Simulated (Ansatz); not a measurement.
Basis-set extrapolation for C$_{4}$H$_{6}$BN (PBE0-D4/def2-TZVP geometry, frozen core, Ansatz). Multiplicity 1, RHF reference.

```
                      def2-TZVPP   def2-QZVPP
                 HF  -234.138319  -234.148297
    MP2 correlation    -0.923220    -0.982652
CCSD(T) correlation    -1.005224      not run
```

Energies in hartree. Use E(X) = E(∞) + A·exp(−7.88·√X) for Hartree–Fock and E(X) = E(∞) + B·X^(−2.97) for correlation, with X = 3 and 4, and add CCSD(T) minus MP2 of the smaller set to the MP2 limit.

Task: What is the CCSD(T) energy at the basis-set limit?

Result: HF limit: -234.148297 + (-0.009978) × 0.13774 = -234.14967. MP2 limit: -0.982652 + (-0.059432) × 0.74074 = -1.02668. Higher-order term: -1.005224 − (-0.923220) = -0.08200. Total: -235.25835 hartree, 3.12 eV below CCSD(T)/def2-TZVPP.
